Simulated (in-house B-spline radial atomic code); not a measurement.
Neutral vanadium: [Ar] 3d3 4s2

All numbers are computed (non-relativistic LC-wPBE, spin-polarised, spherical fractional occupations; point nucleus) with a B-spline radial code for spherical atoms, not measured.

Z_r = [3n² - l(l+1)]/(2<r>); Z_e = n√(-2ε); the last column is Slater's effective charge. Values are occupation-weighted means over spin.

| shell | electrons | ε (eV) | <r> (bohr) | Z_r | Z_e | Slater |
| --- | --- | --- | --- | --- | --- | --- |
| 1s | 2 | -5331.8 | 0.06704 | 22.37 | 19.80 | 22.70 |
| 2s | 2 | -601.05 | 0.311 | 19.30 | 13.29 | 18.85 |
| 2p | 6 | -507.67 | 0.2751 | 18.17 | 12.22 | 18.85 |
| 3s | 2 | -75.192 | 0.9573 | 14.10 | 7.05 | 11.75 |
| 3p | 6 | -49.358 | 1.021 | 12.24 | 5.71 | 11.75 |
| 3d | 3 | -7.2622 | 1.407 | 7.46 | 2.19 | 4.30 |
| 4s | 2 | -7.1643 | 3.425 | 7.01 | 2.90 | 3.30 |

The least bound orbital is 4s down at -6.758 eV, and it is also the most diffuse (<r> = 3.537 bohr). The part-filled 3d shell lies below the filled 4s shell in orbital energy.

Caution: exact exchange at fractional occupations of open shells leaves self-interaction of up to several eV.
